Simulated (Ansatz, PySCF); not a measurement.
This singlet lies 1.64 eV below the relaxed triplet at the level frozen-core CCSD(T)/cc-pVTZ // B3LYP-D3(BJ)/def2-TZVP (Ansatz, a quantum-chemistry and plane-wave program).

Cartesian coordinates (Å):
SMILES: [C](C)N
```xyz
8

C     -1.0026    -0.0704    -0.1300
C      0.3016    -0.7804     0.0169
N      1.3129    -0.0091    -0.2685
H     -0.9358     0.9850    -0.4521
H     -1.5375    -0.1178     0.8221
H     -1.6235    -0.6202    -0.8420
H      1.2269     0.9722    -0.5609
H      2.2580    -0.3593    -0.2114
```
Charge 0, spin multiplicity 1.

Task: Give the LUMO, dipole moment, HOMO, HOMO–LUMO gap and total energy at the level PBE-D3(BJ)/def2-TZVP // B3LYP-D3(BJ)/def2-TZVP (PySCF 2.14.0).

Result: 
- LUMO = -1.18 eV
- dipole moment = 2.66 D
- HOMO = -4.38 eV
- HOMO–LUMO gap = 3.20 eV
- total energy = -133.7781 Ha
